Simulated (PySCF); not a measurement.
`InChI=1S/C5H11ClSi/c1-5-2-3-7(5)4-6/h5,7H,2-4H2,1H3/t5-,7-/m1/s1`

Cartesian coordinates in Å; atom numbers follow the order of the lines, from 1:
```xyz
18

C    -0.686    1.736   -0.241
C    -0.544    0.377   -0.915
C    -1.582   -0.653   -0.416
C    -0.691   -1.537    0.478
Si    0.877   -0.741   -0.269
C     2.131    0.032    0.947
Cl    3.391    0.851   -0.013
H    -0.691    1.632    0.842
H     0.137    2.391   -0.518
H    -1.619    2.213   -0.539
H    -0.593    0.520   -1.995
H    -1.986   -1.229   -1.248
H    -2.415   -0.196    0.117
H    -0.841   -2.602    0.326
H    -0.848   -1.335    1.535
H     1.613   -1.525   -1.262
H     2.637   -0.712    1.557
H     1.700    0.785    1.602
```

Level of theory: PySCF, TDDFT B3LYP/def2-SVPD circular dichroism and optical rotation, one conformer, gas phase. Geometry: GFN2-xTB.

The molecule is flexible and this is one conformer; a measurement averages over conformers.

Assign R or S to each stereocentre.

C2 R, Si5 S.

Which excitations and rotatory strengths does the calculation give?

Rotatory strengths R in 10⁻⁴⁰ esu² cm², velocity form and length form (origin at the centre of mass); f in length form.
```
state  E (eV)  λ (nm)      f  R (velocity)  R (length)                                  main
    1    6.23     199  0.023         +38.6       +35.9                        HOMO→LUMO 0.91
    2    6.51     191  0.067         -37.3       -36.1                      HOMO−1→LUMO 0.90
    3    6.74     184  0.003         -18.1       -15.2                      HOMO→LUMO+1 0.89
    4    6.92     179  0.018         +12.4       +14.1                    HOMO−1→LUMO+1 0.87
    5    6.98     178  0.009         +13.3       +12.0                      HOMO−2→LUMO 0.90
    6    7.02     177  0.006          -6.2        -6.5    HOMO−3→LUMO 0.39, HOMO→LUMO+3 0.34
    7    7.06     176  0.024         +25.1       +24.1  HOMO→LUMO+2 0.59, HOMO−1→LUMO+2 0.32
    8    7.13     174  0.016         -11.3       -11.3  HOMO−1→LUMO+2 0.60, HOMO→LUMO+2 0.23
```

Among the states computed, the strongest CD band (largest |R|) is state 1. The largest dissymmetry factor in size, g = 4R/(D+G), with D and G the electric and magnetic dipole strengths, is -0.048 for state 3 (velocity form, f = 0.004), among bands with |R| over 0.5. The mirror image has the same energies and oscillator strengths and all R with the opposite sign.
